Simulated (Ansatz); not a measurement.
The first iterations of a band of C$_{2}$H$_{2}$Te (5 atoms, charge 0, multiplicity 1).

Method: Ansatz, UKS PBE0-D4/def2-mTZVP.

```
movable images  : 7
climbing image  : yes
spring          : 5.0 eV/Å²
optimiser       : quadratic models (default)
start path      : straight line
force threshold : 0.03 eV/Å
iteration limit : 60
end points      : relaxed
```

First end point:

```xyz
5
Properties=species:S:1:pos:R:3
C -0.737 -1.117 0.394
C 0.096 -0.302 0.086
Te 1.609 0.961 -0.401
H -1.486 -1.826 0.663
H 0.568 2.210 -0.784
```

Last end point:

```xyz
5
Properties=species:S:1:pos:R:3
C -0.904 -0.501 0.192
C 0.232 -0.065 0.000
Te 2.283 0.308 -0.206
H -1.899 -0.851 0.349
H 0.338 1.035 -0.376
```

| iteration | highest image above the first end (eV) | largest band force component (eV/Å) |
| --- | --- | --- |
| 1 | 1.453 | 1.843 |
| 2 | 1.414 | 0.848 |

Does the band converge within its limit, and where does its top end?

The run converged. It ended after 8 iterations with the highest image 1.413 eV above the first end. Another band between the same ends (7 images) ends at a top of the same energy, where a vibrational analysis finds 1 clearly imaginary mode.

The run took 2.3 min on 2 threads of Arm Neoverse V1, with other jobs on the host, peak memory 0.22 GiB.
